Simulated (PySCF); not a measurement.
Highest orbital energy against ionisation energy along group 14

Calculated with PySCF 2.14, no spin-orbit coupling. Each cell gives −ε(HOMO) / ΔSCF in eV; NIST values include spin-orbit coupling, (s) semi-empirical, (t) theoretical.

| species | UHF | LDA | PBE | PBE0 | r2SCAN | NIST (lowest levels) |
| --- | --- | --- | --- | --- | --- | --- |
| C⁺ (aug-cc-pwCVTZ, non-relativistic) | 24.862 / 24.154 | 17.798 / 24.758 | 17.948 / 24.841 | 19.786 / 24.822 | 18.627 / 24.990 | 24.383 |
| Si⁺ (aug-cc-pwCVTZ, non-relativistic) | 16.207 / 15.830 | 12.073 / 16.356 | 12.198 / 16.401 | 13.337 / 16.425 | 12.559 / 16.519 | 16.346 |
| Ge⁺ (aug-cc-pwCVTZ-PP with ECP10MDF, ECP) | 15.583 / 15.256 | 11.659 / 15.830 | 11.660 / 15.711 | 12.787 / 15.757 | 12.066 / 15.952 | 15.935 |
| Sn⁺ (aug-cc-pwCVTZ-PP with ECP28MDF, ECP) | 14.055 / 13.758 | 10.698 / 14.410 | 10.638 / 14.232 | 11.642 / 14.269 | 10.972 / 14.397 | 14.633 |
| Pb⁺ (aug-cc-pwCVTZ-PP with ECP60MDF, ECP) | 13.486 / 13.213 | 10.328 / 13.919 | 10.226 / 13.712 | 11.192 / 13.740 | 10.532 / 13.816 | 15.032 |

**Question.** How far is −ε(HOMO) from ΔSCF on average for each method, and why?

**Answer.** UHF 0.40 eV; LDA -4.54 eV; PBE -4.45 eV; PBE0 -3.25 eV; r2SCAN -4.18 eV. Hartree-Fock orbital energies lack relaxation and so exceed the ΔSCF value; semilocal functionals have convex E(N) from self-interaction, so their HOMO lies far too high; exact exchange moves hybrids part of the way back.
